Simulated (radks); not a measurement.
All-electron atom: the holmium ion Ho52+ in [Ne] 3s2 3p3 (the NIST ground configuration). Method: scalar-relativistic Kohn-Sham, BLYP, spin-polarised, spherical densities, finite nucleus; open shells are filled with parallel spins first (spin-orbit coupling, left out, can overturn this in heavy ions); Fermi nuclear charge, rms radius 5.2022 fm; computed with a radial shooting solver on a logarithmic mesh with Libxc functionals. Some entries of the table are withheld. Estimate them.

| orbital | occ. | eigenvalue (eV) | <1/r> (bohr^-1) | <r^2> (bohr^2) |
|---|---|---|---|---|
| 1s up | 1 | -59274.33 | 76.05 | 0.0005878 |
| 1s down | 1 | -59264.36 | 76.06 | 0.0005877 |
| 2s up | 1 | -12904.69 | 17.91 | 0.008938 |
| 2s down | 1 | -12897.29 | 17.91 | 0.008928 |
| 2p up | 3 | -11879.07 | 16.57 | 0.007204 |
| 2p down | 3 | -11868.76 | 16.57 | 0.007199 |
| 3s up | 1 | -5145.567 | 7.246 | 0.05048 |
| 3s down | 1 | -5113.517 | 7.235 | 0.05063 |
| 3p up | 3 | -4836.202 | 6.837 | (1) |
| 3p down | 0 | -4804.199 | 6.831 | (2) |

Answer. 
(1) 3p up <r^2> (bohr^2): 0.04877
(2) 3p down <r^2> (bohr^2): 0.04892
